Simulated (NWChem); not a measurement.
Molecule: BHBrF; SMILES B(Br)F

```xyz
4

B     -0.5681    -1.0794     0.0000
H     -1.7461    -1.3198     0.0000
F      0.3069    -2.0542     0.0000
Br     0.0521     0.7201     0.0000
```
Atoms are numbered in this order, from 1.

Structure relaxed at the PBE0/def2-SVP level.

Symmetry labels are those of Cs in the frame above (b1 and b2, or b-type labels, depend on it).

### Question
List the 4 lowest vertical singlet excitations from PBE0/def2-SVPD, TDA (NWChem).

### Answer
| state | energy (eV) | oscillator strength | symmetry | leading excitation (squared amplitude) |
|---|---|---|---|---|
| S1 | 5.78 | 0.001 | a" | HOMO → LUMO (1.00) |
| S2 | 6.98 | 0.001 | a" | HOMO−2 → LUMO (0.99) |
| S3 | 6.98 | 0.112 | a' | HOMO−1 → LUMO (0.91) |
| S4 | 8.06 | 0.073 | a' | HOMO → LUMO+1 (0.89) |
